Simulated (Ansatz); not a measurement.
Consider the ligand exchange at the Hf–F bond: `[OH][Hf]([OH])([OH])[F]` + H₂S → `[OH][Hf]([OH])([OH])[SH]` + H–F.

Isolated molecules relaxed with PBE0-D4/def2-TZVP in Ansatz; ΔE leaves out vibrations. CCSD(T)/CBS is the MP2 limit (def2-TZVPP, def2-QZVPP) plus CCSD(T) − MP2 in def2-TZVPP, frozen cores. This one scheme is used for every species. DFT in def2-TZVPP. Elements past krypton have def2 core potentials. For Hf outer-core shells are correlated without core-valence functions, which leaves a few kJ/mol of doubt a bond. One conformer a species, not always the lowest.

CCSD(T)/CBS gives +77.7 kJ/mol.

Task: Another level gave +83.3 kJ/mol. Which?
A. CCSD(T)/def2-TZVPP
B. ωB97X-V/def2-TZVPP
C. revPBE/def2-TZVPP
D. r2SCAN0/def2-TZVPP

Result: D. r2SCAN0 83.3, CCSD(T)/def2-TZVPP 79.2, ωB97X-V 91.6, revPBE 87.3 kJ/mol.

Largest T1 diagnostic among the species: 0.015.

In def2-TZVPP, CCSD(T) changes the Hartree–Fock value by −16.0 kJ/mol (the triples alone add −3.9 kJ/mol) and MP2 by −21.4 kJ/mol. From PBE to PBE0 (25 % exact exchange), in def2-TZVPP and without D4, ΔE moves by −3.8 kJ/mol.
